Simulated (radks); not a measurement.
Results of a calculation; reference values are marked as such.
Eu+, 62 electrons, occupied as [Xe] 4f6 6s2 (not the ground configuration).

Level of theory: scalar-relativistic Kohn-Sham, PBE, spin-polarised, spherical densities, finite nucleus; open shells are filled with parallel spins first (spin-orbit coupling, left out, can overturn this in heavy ions); Fermi nuclear charge, rms radius 5.1115 fm (a radial shooting solver on a logarithmic mesh with Libxc functionals).

Energy parts (hartree):
part                       energy
total                 -10843.1975
kinetic                11615.2498
electron-nucleus      -26396.3980
Hartree                 4179.6279
exchange-correlation    -241.6773

Orbitals (lengths in bohr, moments of r in powers of bohr; r(max) is where P^2 peaks; r(90%) holds 90 % of the orbital's charge):
[
 {"orbital": "1s up", "occ.": "1", "eigenvalue (hartree)": "-1777.817", "r(90%)": "0.0403", "<r^2>": "0.0006793", "r(max)": "0.01420", "<r^4>": "1.226e-06"},
 {"orbital": "1s down", "occ.": "1", "eigenvalue (hartree)": "-1777.817", "r(90%)": "0.0403", "<r^2>": "0.0006793", "r(max)": "0.01420", "<r^4>": "1.226e-06"},
 {"orbital": "2s up", "occ.": "1", "eigenvalue (hartree)": "-292.4021", "r(90%)": "0.147", "<r^2>": "0.01068", "r(max)": "0.08056", "<r^4>": "0.0001961"},
 {"orbital": "2s down", "occ.": "1", "eigenvalue (hartree)": "-292.4008", "r(90%)": "0.147", "<r^2>": "0.01068", "r(max)": "0.08056", "<r^4>": "0.0001961"},
 {"orbital": "2p up", "occ.": "3", "eigenvalue (hartree)": "-260.5958", "r(90%)": "0.137", "<r^2>": "0.008592", "r(max)": "0.06513", "<r^4>": "0.0001460"},
 {"orbital": "2p down", "occ.": "3", "eigenvalue (hartree)": "-260.5949", "r(90%)": "0.137", "<r^2>": "0.008591", "r(max)": "0.06513", "<r^4>": "0.0001460"},
 {"orbital": "3s up", "occ.": "1", "eigenvalue (hartree)": "-64.82669", "r(90%)": "0.366", "<r^2>": "0.07122", "r(max)": "0.2289", "<r^4>": "0.007656"},
 {"orbital": "3s down", "occ.": "1", "eigenvalue (hartree)": "-64.74792", "r(90%)": "0.366", "<r^2>": "0.07110", "r(max)": "0.2288", "<r^4>": "0.007630"},
 {"orbital": "3p up", "occ.": "3", "eigenvalue (hartree)": "-54.92599", "r(90%)": "0.371", "<r^2>": "0.07136", "r(max)": "0.2245", "<r^4>": "0.008019"},
 {"orbital": "3p down", "occ.": "3", "eigenvalue (hartree)": "-54.84763", "r(90%)": "0.371", "<r^2>": "0.07122", "r(max)": "0.2244", "<r^4>": "0.007986"},
 {"orbital": "3d up", "occ.": "5", "eigenvalue (hartree)": "-41.67477", "r(90%)": "0.352", "<r^2>": "0.06011", "r(max)": "0.1839", "<r^4>": "0.006443"},
 {"orbital": "3d down", "occ.": "5", "eigenvalue (hartree)": "-41.61463", "r(90%)": "0.352", "<r^2>": "0.05994", "r(max)": "0.1838", "<r^4>": "0.006404"},
 {"orbital": "4s up", "occ.": "1", "eigenvalue (hartree)": "-13.39303", "r(90%)": "0.812", "<r^2>": "0.3608", "r(max)": "0.5272", "<r^4>": "0.1892"},
 {"orbital": "4s down", "occ.": "1", "eigenvalue (hartree)": "-13.20316", "r(90%)": "0.812", "<r^2>": "0.3608", "r(max)": "0.5270", "<r^4>": "0.1892"},
 {"orbital": "4p up", "occ.": "3", "eigenvalue (hartree)": "-10.13135", "r(90%)": "0.870", "<r^2>": "0.4072", "r(max)": "0.5502", "<r^4>": "0.2477"},
 {"orbital": "4p down", "occ.": "3", "eigenvalue (hartree)": "-9.94235", "r(90%)": "0.870", "<r^2>": "0.4073", "r(max)": "0.5499", "<r^4>": "0.2481"},
 {"orbital": "4d up", "occ.": "5", "eigenvalue (hartree)": "-5.58444", "r(90%)": "0.978", "<r^2>": "0.4920", "r(max)": "0.5725", "<r^4>": "0.3931"},
 {"orbital": "4d down", "occ.": "5", "eigenvalue (hartree)": "-5.39694", "r(90%)": "0.980", "<r^2>": "0.4937", "r(max)": "0.5722", "<r^4>": "0.3977"},
 {"orbital": "5s up", "occ.": "1", "eigenvalue (hartree)": "-2.12677", "r(90%)": "1.93", "<r^2>": "2.037", "r(max)": "1.216", "<r^4>": "6.107"},
 {"orbital": "5s down", "occ.": "1", "eigenvalue (hartree)": "-2.02740", "r(90%)": "1.97", "<r^2>": "2.102", "r(max)": "1.229", "<r^4>": "6.527"},
 {"orbital": "5p up", "occ.": "3", "eigenvalue (hartree)": "-1.31730", "r(90%)": "2.28", "<r^2>": "2.761", "r(max)": "1.371", "<r^4>": "11.71"},
 {"orbital": "5p down", "occ.": "3", "eigenvalue (hartree)": "-1.24426", "r(90%)": "2.33", "<r^2>": "2.881", "r(max)": "1.391", "<r^4>": "12.83"},
 {"orbital": "4f up", "occ.": "6", "eigenvalue (hartree)": "-0.68364", "r(90%)": "1.49", "<r^2>": "0.9873", "r(max)": "0.5850", "<r^4>": "2.580"},
 {"orbital": "4f down", "occ.": "0", "eigenvalue (hartree)": "-0.51722", "r(90%)": "1.59", "<r^2>": "1.120", "r(max)": "0.5875", "<r^4>": "3.706"},
 {"orbital": "6s up", "occ.": "1", "eigenvalue (hartree)": "-0.37472", "r(90%)": "5.13", "<r^2>": "14.23", "r(max)": "3.174", "<r^4>": "298.5"},
 {"orbital": "6s down", "occ.": "1", "eigenvalue (hartree)": "-0.36435", "r(90%)": "5.23", "<r^2>": "14.80", "r(max)": "3.244", "<r^4>": "322.6"}
]

The highest occupied level is 6s down at -9.915 eV. The configuration is held as typed, so some empty levels lie below it. Spin moment in Bohr magnetons: 6. The electron density at the nucleus is 6.058e+05 e/bohr^3 (large components only).
